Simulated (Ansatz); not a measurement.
```yaml
atoms:
  - { symbol: B, position_ang: [0.0000, 0.0000, 0.0000] }
  - { symbol: N, position_ang: [0.0000, 0.0000, 3.3250] }
```

Basis set: pcseg-2 (spherical functions). Charge 0, multiplicity 3.

Computed with Ansatz (development build ahead of 0.2.0); each method stands on the lowest determinant of its kind that the runs found. Restricted functionals stand beside restricted open-shell atoms, which can lie above the unrestricted atoms usual in DFT and then raise those values.

(1) Give the atomization energy at this shape (free ground-state atoms in the same class of orbitals less the molecule, no zero-point energy) of triplet BN by PBE (restricted open-shell), ROHF.

## Answers

(1)

```csv
method,atomization energy
PBE (restricted open-shell),-9.66 kcal/mol
ROHF,-83.34 kcal/mol
```

Caution: stretched shape with no unrestricted run beside it, a lower state can exist; the shape is not the minimum. Caution for PBE (restricted open-shell): charge can spread falsely over distant fragments. Caution for ROHF: the molecule lies well above its atoms at this level.
